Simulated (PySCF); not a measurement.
**Polarisability and C₆ of Li⁺ (lithium, charge +1)**

1s2, closed-shell 1S. Computed with PySCF 2.14 in dyall-av3z (15s9p3d, 57 functions), with scalar relativity by spin-free X2C-1e. Coupled (time-dependent) response in atomic units; α is the mean over directions.

| method | mean α (bohr³) | C₆ (like pair) | S(−4) |
| --- | --- | --- | --- |
| UHF | 0.1893 | 0.07655 | 0.02622 |
| PBE | 0.2079 | 0.08651 | 0.03339 |
| PBE0 | 0.2023 | 0.08353 | 0.03109 |

S(−4) is the Cauchy moment in α(ω) = α(0) + S(−4) ω² + …

α(iu) at PBE0:

```tsv
u (hartree)	α(iu) (bohr³)
0	0.2023
0.0500	0.2022
0.100	0.2020
0.200	0.2011
0.300	0.1996
0.500	0.1949
0.750	0.1864
1.00	0.1759
1.50	0.1521
2.00	0.1288
3.00	0.09115
5.00	0.04905
```

A single London oscillator, α(iu) = α/(1 + u²/ω²), gives C₆ = (3/4) ω α². Matching the computed C₆ needs ω = 4 × 0.08353 / (3 × 0.2023²) = 2.72 hartree.

For an ion, C₆ is the dispersion term alone; charge-induced terms of lower order in 1/R come first.
